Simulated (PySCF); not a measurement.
Point-charge models of `CC[C@@H](C[SiH3])[SiH2]C` against its computed dipole.

Coordinates (GFN2-xTB, Å) and charges (e) from the PBE0/pcSseg-1 density (PySCF):

```tsv
atom	x	y	z	Mulliken	IAO	Hirshfeld	ESP-fitted
C1	-0.782	-2.205	-0.031	-0.2871	-0.4165	-0.1179	-0.2630
C2	-0.167	-1.241	-1.037	-0.2159	-0.2396	-0.0661	-0.0124
C3	-0.043	0.203	-0.530	-0.5524	-0.3601	-0.1051	+0.0230
C4	-1.425	0.822	-0.290	-0.4881	-0.5274	-0.1559	-0.3852
Si5	-1.469	2.719	-0.247	+0.4965	+0.5961	+0.3100	+0.3273
Si6	1.103	0.358	0.994	+0.6182	+0.7357	+0.3354	+0.5924
C7	2.660	-0.704	0.766	-0.6315	-0.7114	-0.2123	-0.6620
H8	-1.790	-1.898	0.235	+0.1147	+0.1369	+0.0383	+0.0592
H9	-0.835	-3.207	-0.453	+0.1173	+0.1427	+0.0420	+0.0821
H10	-0.185	-2.246	0.877	+0.1233	+0.1318	+0.0359	+0.0645
H11	0.826	-1.605	-1.315	+0.1211	+0.1274	+0.0349	+0.0141
H12	-0.778	-1.248	-1.947	+0.1160	+0.1266	+0.0347	+0.0276
H13	0.428	0.766	-1.347	+0.1450	+0.1317	+0.0319	+0.0049
H14	-2.097	0.493	-1.091	+0.1407	+0.1396	+0.0381	+0.1303
H15	-1.847	0.430	0.638	+0.1496	+0.1397	+0.0353	+0.1096
H16	-0.839	3.246	-1.461	-0.0869	-0.1231	-0.0794	-0.0871
H17	-2.870	3.150	-0.212	-0.0888	-0.1188	-0.0813	-0.0967
H18	-0.780	3.245	0.931	-0.0754	-0.1193	-0.0769	-0.0931
H19	0.399	-0.054	2.218	-0.0681	-0.1314	-0.0832	-0.1534
H20	1.519	1.759	1.144	-0.0675	-0.1244	-0.0839	-0.1589
H21	3.335	-0.567	1.605	+0.1423	+0.1583	+0.0426	+0.1609
H22	3.200	-0.426	-0.135	+0.1379	+0.1541	+0.0421	+0.1505
H23	2.432	-1.763	0.699	+0.1390	+0.1515	+0.0404	+0.1654
```

Question: Form Σ q r in debye for every column and set it beside the full dipole.

Answer: The full density gives (0.17, -1.03, -0.50) D, 1.16 D in size; dipole vectors point from the negative to the positive end.

| scheme | μx | μy | μz | size (D) | share of the full size (%) | angle to the full dipole (°) |
| --- | --- | --- | --- | --- | --- | --- |
| Mulliken | -0.30 | 0.63 | 1.31 | 1.49 | 128 | 142 |
| IAO | -0.07 | 0.73 | 0.35 | 0.81 | 70 | 176 |
| Hirshfeld | 0.07 | -0.21 | -0.07 | 0.23 | 20 | 11 |
| ESP-fitted | 0.18 | -1.05 | -0.50 | 1.18 | 102 | 1 |

Question: Which set comes closest?

Answer: Length of the difference vector: ESP-fitted 0.02 D, Hirshfeld 0.93 D, IAO 1.97 D, Mulliken 2.51 D. Closest: ESP-fitted. ESP charges are fitted to the potential around the molecule, whose slowest-falling term is the dipole's. The schemes that divide the density aren't constrained to reproduce the dipole.

Question: What is left for the Hirshfeld atoms' own dipoles?

Answer: The Hirshfeld atoms' densities add up to the full density, so μ = Σ q r + Σ (atomic dipoles). The atomic dipoles sum to (0.17, -1.03, -0.50) − (0.07, -0.21, -0.07) = (0.10, -0.82, -0.43) D, 0.93 D in size.

Question: With the origin at the mean of the coordinates, (0.000, 0.001, 0.000) Å, which are the largest single terms, by size, of the IAO dipole along the direction of the full one?

Answer: Si5 -7.24, C1 -3.72, C7 -2.37, C4 +2.07, Si6 -2.05 D; all 23 atoms together -0.81 D. The single terms depend on the origin, their sum doesn't.

Question: Give the size of the full dipole in other units.

Answer: 1.16 D = 0.457 au = 0.242 e·Å = 3.87 × 10⁻³⁰ C·m.

One conformer (not necessarily the lowest) at the GFN2-xTB geometry, without solvent, vibrations or thermal averaging.

Conformer computed: `[CH3:1][CH2:2][C@@H:3]([CH2:4][SiH3:5])[SiH2:6][CH3:7]`: C1–C2–C3–C4 -65°, C2–C3–C4–Si5 -160°, C2–C3–Si6–C7 43°.
